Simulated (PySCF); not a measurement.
**Ionisation energy of Pd by level of theory**

Pd [Kr] 4d10 (1S) → Pd⁺ [Kr] 4d9 (2D), as a difference of total energies. Computed with PySCF 2.14 in def2-SVP with the def2 core potential (28 electrons), with a scalar-relativistic core potential. Correlated levels: valence: 4s2 4p6 frozen. The calculations carry no spin-orbit coupling.

| method | ionisation energy (eV) |
| --- | --- |
| UHF | 6.270 |
| BP86 | 8.880 |
| LDA | 9.195 |
| MP2 (valence) | 7.893 |
| SCS-MP2 (valence) | 7.719 |

Errors of the correlated levels include the incompleteness of this basis and the frozen core.

Question: Which method comes closest to the reference value, and which is furthest?

Answer: The reference is 8.512 eV (measured; NIST levels, between the centres of gravity of the two terms). Closest: BP86 (error 0.368 eV); furthest: UHF (error -2.242 eV).
